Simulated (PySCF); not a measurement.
**Ionisation energy of Dy by level of theory**

Dy [Xe] 4f10 6s2 [4f5/2^6 4f7/2^4, M_J = 8] → Dy⁺ [Xe] 4f10 6s1 [4f5/2^6 4f7/2^4 6s1/2^1, M_J = 17/2], as a difference of total energies. Calculation: PySCF 2.14, in x2c-TZVPall-2c; the two-component X2C-1e Hamiltonian. Correlated levels: [Ar] 3d10 frozen; the 18 highest virtual spinors dropped. "Screened" scales the spin-orbit matrix elements by Boettger's factors to mimic the two-electron term; Breit and QED terms are absent.

| method | ionisation energy (eV) | error (eV) |
| --- | --- | --- |
| GHF (spin-free) | 4.854 | -1.085 |
| GMP2 (spin-free) | 5.802 | -0.137 |
| GHF (screened spin-orbit) | 4.857 | -1.082 |
| GMP2 (screened spin-orbit) | 5.805 | -0.134 |

Reference: 5.939 eV (measured; NIST Atomic Spectra Database, ionization energies).

The spin-free rows relax to the high-spin LS determinant and lack the spin-orbit shift.

The labels give the starting determinants; with spin-orbit coupling the two ends relaxed to ⟨J²⟩ = 72.01, ⟨L²⟩ = 42.75, ⟨S²⟩ = 5.90 and ⟨J²⟩ = 80.76, ⟨L²⟩ = 42.73, ⟨S²⟩ = 8.61.
